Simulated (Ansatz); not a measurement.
Start from `[CH3][Mo]([CH3])(=[O])=[S]` and change one atom or group to get `[CH3][Mo](=[O])([OH])=[S]`.

Ansatz, PBE0-D4/def2-TZVP geometries, multiplicity 1. Each molecule was computed in one conformer, which needn't be the lowest.

Elements past krypton have def2 core potentials.

```
                                                                                  property  `[CH3][Mo]([CH3])(=[O])=[S]`
                                                       HOMO–LUMO gap (PBE/def2-TZVPP) / eV                          2.65
                                                     LUMO energy (ωB97M-V/def2-TZVPP) / eV                         -1.00
                                                       LUMO energy (B3LYP/def2-TZVPP) / eV                         -3.23
                                        size of the dipole moment (ωB97M-V/def2-TZVPP) / D                          3.19
ideal-gas entropy at 298 K and 1 bar (rigid rotor, harmonic PBE0-D4/def2-TZVP) / J/(mol·K)                           377
                                            zero-point energy (PBE0-D4/def2-TZVP) / kJ/mol                         197.5
```

Problem. Give the same properties after the change, and the shifts. (Best estimate.)

Solution. Computed: 
```
                                                                                  property  `[CH3][Mo](=[O])([OH])=[S]`  shift
                                                       HOMO–LUMO gap (PBE/def2-TZVPP) / eV                         2.90   0.25
                                                     LUMO energy (ωB97M-V/def2-TZVPP) / eV                        -0.82   0.18
                                                       LUMO energy (B3LYP/def2-TZVPP) / eV                        -3.07   0.16
                                        size of the dipole moment (ωB97M-V/def2-TZVPP) / D                         2.96  -0.23
ideal-gas entropy at 298 K and 1 bar (rigid rotor, harmonic PBE0-D4/def2-TZVP) / J/(mol·K)                          357    -20
                                            zero-point energy (PBE0-D4/def2-TZVP) / kJ/mol                        141.9  -55.6
```

With PBE0 the HOMO falls by 0.13 eV and the LUMO rises by 0.15 eV, so the gap widens by about 0.28 eV. PBE moves the HOMO by -0.09 eV and ωB97M-V by -0.14 eV. The zero-point energy changes by -55.6 kJ/mol with -6 modes. Dipoles are sizes alone; their direction can turn.

B3LYP here is the variant with VWN-RPA as its local correlation; programs differ in this.
